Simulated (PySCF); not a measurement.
How methods differ on the ionisation energy of Rh⁺

Rh⁺ [Kr] 4d8 [4d3/2^4 4d5/2^4, M_J = 4] → Rh²⁺ [Kr] 4d7 [4d3/2^4 4d5/2^3, M_J = 9/2], as a difference of total energies. Calculation: PySCF 2.14, in x2c-QZVPPall-2c (13s12p9d4f2g, 140 functions); the two-component X2C-1e Hamiltonian. Correlated levels: [Ar] 3d10 frozen; the 34 highest virtual spinors dropped. "Screened" scales the spin-orbit matrix elements by Boettger's factors to mimic the two-electron term; Breit and QED terms are absent.

| method | ionisation energy (eV) | difference from reference (eV) |
| --- | --- | --- |
| GHF (spin-free) | 16.174 | -1.906 |
| GMP2 (spin-free) | 18.084 | +0.004 |
| GHF (screened spin-orbit) | 16.125 | -1.955 |
| GMP2 (screened spin-orbit) | 18.033 | -0.047 |

Reference: 18.08 eV (semi-empirical (NIST evaluation); NIST Atomic Spectra Database, ionization energies).

The spin-free rows relax to the high-spin LS determinant and lack the spin-orbit shift.

The labels give the starting determinants; with spin-orbit coupling the two ends relaxed to ⟨J²⟩ = 20.02, ⟨L²⟩ = 12.07, ⟨S²⟩ = 2.01 and ⟨J²⟩ = 24.76, ⟨L²⟩ = 12.17, ⟨S²⟩ = 3.71.
